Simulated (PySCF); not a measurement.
C3H4N2, charge +1, multiplicity 2. Atoms are numbered in the order given.

```xyz
9

C      1.0972     0.5079     0.0000
C     -0.1612     1.1814     0.0000
N     -1.1513     0.3249     0.0000
N     -0.5627    -0.9396     0.0000
C      0.7391    -0.9091     0.0000
H      2.1068     0.9255     0.0000
H     -0.3541     2.2559     0.0000
H     -1.1763    -1.7583     0.0000
H      1.3716    -1.8013     0.0000
```
Charge +1, spin multiplicity 2.

Geometry: ωB97X-D3(BJ)/def2-SVP. The spin state was assumed, not searched.

Calculation: PySCF with TDA-PBE/def2-SVPD.

Vertical excitations. Isolated molecule, no solvent.

Computed UV-visible absorptions:
```csv
state,energy (eV),λ (nm),f,main pairs
root 1,0.81,1531,0.000,β HOMO→LUMO 99 %
root 2,1.25,990,0.001,β HOMO−1→LUMO 98 %
root 3,4.00,310,0.000,β HOMO−2→LUMO 100 %
root 4,4.86,255,0.004,"α HOMO−2→LUMO 39 %, β HOMO−5→LUMO 50 %"
root 5,4.92,252,0.000,β HOMO−3→LUMO 97 %
root 6,5.07,245,0.000,β HOMO−4→LUMO 95 %
root 7,5.29,235,0.000,"α HOMO→LUMO 77 %, β HOMO→LUMO+1 19 %"
root 8,5.72,217,0.004,"α HOMO−2→LUMO 11 %, β HOMO−1→LUMO+1 53 %, β HOMO−5→LUMO 30 %"
root 9,5.99,207,0.002,"α HOMO→LUMO 19 %, α HOMO→LUMO+1 11 %, β HOMO→LUMO+1 70 %"
root 10,6.16,201,0.058,α HOMO−1→LUMO 79 %
```
Unrestricted roots are not spin-pure.
